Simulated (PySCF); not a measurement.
AsBH4.
Z-matrix (Å and degrees, PBE0-D3(BJ)/def2-SVP geometry), rows numbered from 1:
```
B 
As  1  1.9817
H   1  1.2064  2  119.64
H   1  1.2064  2  119.39  3  -171.05
H   2  1.5145  1  100.49  3  -144.62
H   2  1.5145  1  100.37  3   -44.52
```

Computed, not measured: PBE0-D3(BJ)/def2-SVP geometry optimisation, gas phase (PySCF).

Take the most abundant isotopes and a rigid rotor. The values belong to one conformer with, in the numbering `[BH2:1][AsH2:2]`, H–B1–As2–H -145° and 44°.

Q: What are A, B and C (MHz)?

A: Ia = 6.61, Ib = 50.80, Ic = 53.86 u·Å²; 505379 MHz·u·Å²/I gives A = 76422, B = 9947, C = 9383 MHz.

Q: What kind of rotor is it?

A: A near-prolate asymmetric top; Ray's κ = -0.983.

Q: Is it planar, by Δ = Ic − Ia − Ib?

A: Not planar: Δ = Ic − Ia − Ib = -3.55 u·Å². For a rigid frame Δ = −2 Σ m c², so Σ m c² = 1.78 u·Å² lies off the ab plane: 1.70 from hydrogen and 0.07 from heavier atoms. The atom farthest from that plane is 0.92 Å away.

Q: Give the other two planar moments, Paa and Pbb, and the rms extents of the mass along the axes.

A: Paa = Σ m a² = (Ib + Ic − Ia)/2 = 49.03 and Pbb = Σ m b² = (Ia + Ic − Ib)/2 = 4.84 u·Å². With the mass M = 89.96 u, the rms extents √(P/M) along a, b and c are 0.74, 0.23, 0.14 Å.

Q: Where do the levels up to J = 2 lie, in MHz?

A: Above 0(0,0):
J = 1: 1(0,1) 19330, 1(1,1) 85804, 1(1,0) 86369
J = 2: 2(0,2) 57986, 2(1,2) 123899, 2(1,1) 125594, 2(2,1) 325017, 2(2,0) 325021
Those of J = 1 are B + C, A + C and A + B.

Q: Which lines would a microwave search look for?

A: The dipole components are |μa| = 0.09 D, |μb| = 0.00 D, |μc| = 0.56 D; the mirror of this Cs structure is the ac plane, so μb vanishes by symmetry and there are no b-type lines. Intensities carry the squares of the components, which stand as 0.03 : 1.00 (a : c). Some lines, for components of 0.1 D or more:

```json
{"type": "c", "branch": "Q", "J(Ka,Kc)": "5(1,5) ← 5(0,5)", "MHz": "62620", "lower level (cm⁻¹)": "9.668"}
{"type": "c", "branch": "Q", "J(Ka,Kc)": "1(1,1) ← 1(0,1)", "MHz": "66474", "lower level (cm⁻¹)": "0.645"}
{"type": "c", "branch": "Q", "J(Ka,Kc)": "2(2,1) ← 2(1,1)", "MHz": "199423", "lower level (cm⁻¹)": "4.189"}
{"type": "c", "branch": "R", "J(Ka,Kc)": "2(2,0) ← 1(1,0)", "MHz": "238652", "lower level (cm⁻¹)": "2.881"}
{"type": "c", "branch": "R", "J(Ka,Kc)": "2(2,1) ← 1(1,1)", "MHz": "239213", "lower level (cm⁻¹)": "2.862"}
{"type": "c", "branch": "R", "J(Ka,Kc)": "3(2,1) ← 2(1,1)", "MHz": "257431", "lower level (cm⁻¹)": "4.189"}
{"type": "c", "branch": "R", "J(Ka,Kc)": "3(2,2) ← 2(1,2)", "MHz": "259108", "lower level (cm⁻¹)": "4.133"}
{"type": "c", "branch": "R", "J(Ka,Kc)": "4(2,3) ← 3(1,3)", "MHz": "279285", "lower level (cm⁻¹)": "6.039"}
{"type": "c", "branch": "Q", "J(Ka,Kc)": "4(3,2) ← 4(2,2)", "MHz": "333743", "lower level (cm⁻¹)": "15.357"}
{"type": "c", "branch": "Q", "J(Ka,Kc)": "3(3,1) ← 3(2,1)", "MHz": "333768", "lower level (cm⁻¹)": "12.776"}
{"type": "c", "branch": "R", "J(Ka,Kc)": "3(3,0) ← 2(2,0)", "MHz": "391773", "lower level (cm⁻¹)": "10.842"}
{"type": "c", "branch": "R", "J(Ka,Kc)": "3(3,1) ← 2(2,1)", "MHz": "391776", "lower level (cm⁻¹)": "10.841"}
{"type": "c", "branch": "R", "J(Ka,Kc)": "4(3,2) ← 3(2,2)", "MHz": "411114", "lower level (cm⁻¹)": "12.776"}
{"type": "c", "branch": "R", "J(Ka,Kc)": "5(3,3) ← 4(2,3)", "MHz": "430459", "lower level (cm⁻¹)": "15.355"}
{"type": "c", "branch": "Q", "J(Ka,Kc)": "4(4,1) ← 4(3,1)", "MHz": "467291", "lower level (cm⁻¹)": "26.489"}
{"type": "c", "branch": "R", "J(Ka,Kc)": "4(4,0) ← 3(3,0)", "MHz": "544618", "lower level (cm⁻¹)": "23.910"}
{"type": "c", "branch": "R", "J(Ka,Kc)": "5(4,2) ← 4(3,2)", "MHz": "563949", "lower level (cm⁻¹)": "26.489"}
{"type": "c", "branch": "Q", "J(Ka,Kc)": "5(5,1) ← 5(4,1)", "MHz": "600804", "lower level (cm⁻¹)": "45.300"}
```

Q: Estimate the classical rotational partition function at 50 K, 100 K and 200 K.

A: Point group Cs, symmetry number σ = 1; q = (√π/σ)·√((kT/h)³/(ABC)), k/h = 20836.6 MHz/K: 706 at 50 K, 2000 at 100 K, 5650 at 200 K.

Whether it is a minimum is left open (no frequencies). These are rigid-rotor constants of the computed structure; measured ground-state constants (B0) also hold zero-point vibration. Quadrupole hyperfine structure (11B, 75As) is left out.
